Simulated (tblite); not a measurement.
**Question.** Give a GFN2-xTB geometry of `[C]#C[SiH2]CC#N` [radical]. (Doublet state.)

**Answer.** 
```
atom  x, y, z in Å
C1     3.313   -0.436   -0.030
C2     2.207    0.027   -0.029
Si3    0.513    0.815   -0.030
C4    -0.652   -0.716    0.025
C5    -2.014   -0.291    0.030
N6    -3.096    0.081    0.032
H7     0.356    1.627    1.178
H8     0.327    1.562   -1.275
H9    -0.462   -1.308    0.922
H10   -0.482   -1.355   -0.844
```

Any rigid rotation of these coordinates is as good. Atoms count from 1 in this order. The 2 C–Si bonds span 1.868 Å (C2–Si3, drawn single) to 1.925 Å (Si3–C4, drawn single), a spread of 0.057 Å. Si3 (silicon bonded to 2 C and 2 H) is distorted tetrahedral (angles from 102.3° to 113.9°). The C–C distances run from 1.199 Å (C1≡C2, drawn triple) to 1.427 Å (C4–C5, drawn single), a spread of 0.228 Å. The 6 heavy atoms lie in one plane (0.000 Å rms).

Bonds between heavy atoms (Å): C1≡C2 1.199, C2–Si3 1.868, Si3–C4 1.925, C4–C5 1.427, C5≡N6 1.144.

Computed geometry: GFN2-xTB, gas phase. This method treats the open shell by occupation alone, without spin polarisation.

Point group: Cs (every atom within 0.08 Å of its image). Its GFN2-xTB frequencies are all real (lowest 42 cm⁻¹). Torsions: C2–Si3–C4–C5 180°. 3 starts were optimised and ended at 0.00, 1.01 and 1.01 kcal/mol (GFN2-xTB); the lowest of these is shown.

One conformer stands for the species.
